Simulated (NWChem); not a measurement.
# Extrapolating the MP2 correlation energy of HClSi

```
Si
H 1 1.5382
Cl 1 2.0903 2 95.27
```
Charge 0, spin multiplicity 1.

Everything below was run with NWChem. The geometry was optimised at PBE0/def2-SVP, a minimum by its harmonic frequencies.

The correlated methods keep 10 core orbitals frozen. The structure started from a generated list of species.

Worked example. The MP2 correlation energy is -288.50 mHa in cc-pVTZ and -315.77 mHa in cc-pVQZ. The form E(X) = E∞ + A/X³ turns the pair into an estimate of the basis-set limit.

E∞ = (4³·(-315.77) − 3³·(-288.50))/(4³ − 3³) = -335.7 mHa. The larger basis holds 94 % of that, at about 4 times the processor time of the smaller one. This is a two-point estimate.
